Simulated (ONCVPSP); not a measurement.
# Before and after: ONCV potential for N

nitrogen (N), optimised norm-conserving Vanderbilt (ONCV), made with ONCVPSP 4.0.1 (PBE, non-relativistic). Core [He], reference 2s2 2p2 (charge +1). Waves: 2s: rc 0.85 bohr, ncon 4, nbas 7, qcut 7.4 1/bohr, 3 projectors, debl 3.3 Ha; 2p: rc 1.20 bohr, ncon 3, nbas 7, qcut 8.2 1/bohr, 3 projectors, debl 0.5 Ha; d scattering state at 0.29 Ha: rc 1.05 bohr, ncon 4, nbas 7, qcut 8.1 1/bohr, 2 projectors, debl 1.1 Ha. Local part: polynomial inside 0.80 bohr (lpopt 5, dvloc0 0 Ha). Core correction: none.

In the p channel the program set the typed energies aside and used -0.760, 0.250, 0.750 Ha.

Change: p: qcut 5.6.

Cutoffs: the cutoffs (Ha) at which the residual kinetic energy of the hardest occupied pseudo-wave falls to 1 and 0.1 mHa per electron; they do not see the model core or the augmentation charge, which bear on the density cutoff. Errors are all-electron minus pseudo energies relative to the spin-unpolarised reference configuration.

Problem. What does the change do?

Solution. Both files keep a bound ghost (p, s); of the 4 tests that both files solve, the error grows in 4 and shrinks in 0 by more than 15 % and 0.3 meV (median size 29.8 → 50.9 meV).

```csv
quantity,base,changed
"cutoffs, loose and tight","31 Ha, 116 Ha",not determined
bound ghosts,"s, p","s, p"
GHOST(+) flags under 300 eV,none,none
"error for 2s2 2p3, meV [ΔE -13.60 eV]",+12,+26
"error for 2s2 2p1, meV [ΔE 28.86 eV]",+48,+76
"error for 2s2 2p0, meV [ΔE 75.94 eV]",+376,+571
"error for 2s1 2p3, meV [ΔE 11.75 eV]",+12,+22
s: phases at 0.86 bohr within 0.05 rad from the reference energy up to (Ha; the scan ends near 5),to the end of the scan,to the end of the scan
p: phases at 1.22 bohr within 0.05 rad from the reference energy up to (Ha; the scan ends near 5),to the end of the scan,to the end of the scan
d: phases at 1.06 bohr within 0.05 rad from the reference energy up to (Ha; the scan ends near 5),to the end of the scan,to the end of the scan
```

 A true bound ghost makes a file unfit for plane-wave use even where its test errors are small: the radial tests pick states by their node count and pass the ghost by.
